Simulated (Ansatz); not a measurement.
C₂H₇N₃Si, SMILES `C[SiH](N)NC#N`: the same geometry under several functionals.

```yaml
crystal:
  periodic: [false, false, false]
  atoms:
    - {symbol: C, position_ang: [-0.705487, -0.331284, 1.378793]}
    - {symbol: Si, position_ang: [0.619492, -0.152300, 0.097310]}
    - {symbol: N, position_ang: [1.034891, -1.522692, -0.826167]}
    - {symbol: N, position_ang: [-0.000243, 1.031880, -1.052604]}
    - {symbol: C, position_ang: [-0.901709, 1.966123, -0.777239]}
    - {symbol: N, position_ang: [-1.699361, 2.758443, -0.506475]}
    - {symbol: H, position_ang: [-0.374700, -1.013718, 2.165179]}
    - {symbol: H, position_ang: [-1.626040, -0.727779, 0.942892]}
    - {symbol: H, position_ang: [-0.943429, 0.631689, 1.837475]}
    - {symbol: H, position_ang: [1.900998, 0.307197, 0.692064]}
    - {symbol: H, position_ang: [1.924100, -1.976019, -0.706680]}
    - {symbol: H, position_ang: [0.357222, -2.119993, -1.269299]}
    - {symbol: H, position_ang: [0.434667, 1.113652, -1.960548]}
basis:
  gaussian: {orbitals: def2-TZVPP}
hamiltonian: {xc: {name: wB97M-V}}
output: {forces: true, orbitals: {seedname: orbitals}}
```

```sh
$ ansatz run in.yaml --threads 4 --pin off --events-out ev --progress --plain --max-ram 10444MiB
```

Output, abridged:

```
Functional definition: wB97M-V
1529 factors; their error is unknown
367 factors; integrals over basis functions are off by at most 9.2e-6 eV
mean field evaluation 1: about -14526.7935 eV, gradient 7.4e1 eV
mean field evaluation 2: about -14528.0215 eV, gradient 6.9e1 eV
mean field evaluation 4: about -14537.0864 eV, gradient 4.0e0 eV
mean field evaluation 8: about -14537.1289 eV, gradient 8.3e-2 eV
mean field evaluation 16: about -14537.1346 eV, gradient 4.0e-4 eV
mean field -14537.13463444 eV, -534.2298441918 hartree, gradient 4.1e-5 eV, S^2 0.000000; 0 other end points of the search recorded, 0 dependent functions left out
reference -14537.13468743 eV, -534.2298461393 hartree; 27, 27 occupied and 268, 268 virtual orbitals, 1529 factors
Total energy: -14537.13468743 eV, -534.2298461393 hartree
Atom 0 at    -0.705487    -0.331284     1.378793 Å, force    -0.022932    -0.000631     0.018192 eV/Å
Atom 1 at     0.619492    -0.152300     0.097310 Å, force     0.118212     0.095803     0.142278 eV/Å
Atom 2 at     1.034891    -1.522692    -0.826167 Å, force     0.010848    -0.066306    -0.020574 eV/Å
Atom 3 at    -0.000243     1.031880    -1.052604 Å, force     0.312060    -0.288317    -0.146749 eV/Å
Atom 4 at    -0.901709     1.966123    -0.777239 Å, force    -0.482921     0.483498     0.153811 eV/Å
Atom 5 at    -1.699361     2.758443    -0.506475 Å, force     0.191239    -0.188464    -0.061154 eV/Å
Atom 6 at    -0.374700    -1.013718     2.165179 Å, force    -0.026688     0.047945    -0.051152 eV/Å
Atom 7 at    -1.626040    -0.727779     0.942892 Å, force     0.057922     0.025185     0.027105 eV/Å
Atom 8 at    -0.943429     0.631689     1.837475 Å, force     0.015075    -0.064657    -0.029113 eV/Å
Atom 9 at     1.900998     0.307197     0.692064 Å, force    -0.139818    -0.052361    -0.059520 eV/Å
Atom 10 at     1.924100    -1.976019    -0.706680 Å, force    -0.021426    -0.002828    -0.011606 eV/Å
Atom 11 at     0.357222    -2.119993    -1.269299 Å, force     0.023745     0.002835     0.001902 eV/Å
Atom 12 at     0.434667     1.113652    -1.960548 Å, force    -0.035315     0.008298     0.036582 eV/Å
Dipole moment:     0.622428    -0.961217    -0.157359 e Å
```

It took 11 s on 4 threads of an Intel Xeon Platinum 8488C on a shared host, with 1.2 GiB of host memory at the peak.

Changing it to `hamiltonian: {xc: r2scan, dispersion: d4}` (abridged; 4.8 s):

```
Functional definition: r2SCAN
mean field evaluation 16: about -14535.6908 eV, gradient 6.4e-3 eV
mean field -14535.69081088 eV, -534.1767846546 hartree, gradient 4.2e-5 eV, S^2 0.000000
Total energy: -14535.76707111 eV, -534.1795871665 hartree
Atom 0 force     0.021445     0.011439    -0.010020 eV/Å
Atom 1 force     0.041786    -0.016131     0.071913 eV/Å
Atom 2 force     0.015171     0.035363    -0.002834 eV/Å
Atom 3 force     0.010270    -0.041986    -0.005093 eV/Å
Atom 4 force     0.373175    -0.343217    -0.144378 eV/Å
Atom 5 force    -0.438969     0.421982     0.159252 eV/Å
Atom 6 force    -0.022712     0.016660    -0.009395 eV/Å
Atom 7 force     0.006804     0.008900     0.015636 eV/Å
Atom 8 force    -0.008225    -0.023287    -0.001081 eV/Å
Atom 9 force    -0.021152    -0.009684    -0.008964 eV/Å
Atom 10 force     0.000190    -0.036448    -0.009316 eV/Å
Atom 11 force     0.003615    -0.032721    -0.008865 eV/Å
Atom 12 force     0.018602     0.009130    -0.046853 eV/Å
Dipole moment:     0.630134    -0.979144    -0.159492 e Å
```
